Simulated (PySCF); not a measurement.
**Ionisation energy of Br by level of theory**

Br [Ar] 3d10 4s2 4p5 (2P) → Br⁺ [Ar] 3d10 4s2 4p4 (3P), as a difference of total energies. All numbers are calculated (PySCF 2.14, scalar relativity by spin-free X2C-1e, in x2c-TZVPall (6s5p4d1f, 48 functions)). Correlated levels: valence: [Ar] 3d10 frozen. The calculations carry no spin-orbit coupling.

```json
{"method": "UHF", "ionisation energy (eV)": "10.722"}
{"method": "M06-L", "ionisation energy (eV)": "11.583"}
{"method": "BP86", "ionisation energy (eV)": "11.946"}
{"method": "MP2 (valence)", "ionisation energy (eV)": "11.539"}
{"method": "SCS-MP2 (valence)", "ionisation energy (eV)": "11.537"}
{"method": "CCSD (valence)", "ionisation energy (eV)": "11.541"}
{"method": "CCSD(T) (valence)", "ionisation energy (eV)": "11.575"}
```

Problem. How much does correlation contribute at CCSD(T) (valence)?

Solution. 11.575 − (10.722) = 0.853 eV, measured against UHF.

Errors of the correlated levels include the incompleteness of this basis and the frozen core.

For comparison: 11.844 eV (measured; NIST levels, between the centres of gravity of the two terms).
